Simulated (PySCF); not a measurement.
How methods differ on the excitation energy of Rh(2+)

Rh(2+) [Kr] 4d7 (4F) → Rh(2+) [Kr] 4d6 5s1 (6D), as a difference of total energies. Computed with PySCF 2.14 in aug-cc-pVTZ-DK (9s8p6d3f2g, 102 functions), with scalar relativity by spin-free X2C-1e. Correlated levels: valence: [Kr] frozen. The calculations carry no spin-orbit coupling.

| method | excitation energy (eV) |
| --- | --- |
| UHF | 4.755 |
| LDA | 4.950 |
| PBE | 5.025 |
| PBE0 | 5.164 |
| r2SCAN | 5.045 |
| wB97X | 5.868 |
| r2SCANh | 5.080 |
| B3LYP | 5.218 |
| MP2 (valence) | 5.311 |
| SCS-MP2 (valence) | 5.826 |

Task: How much does correlation contribute at MP2 (valence)?

Result: 5.311 − (4.755) = 0.556 eV, measured against UHF.

A first-order spin-orbit estimate (lowest level to lowest level, LS coupling) adds 0.075 eV.
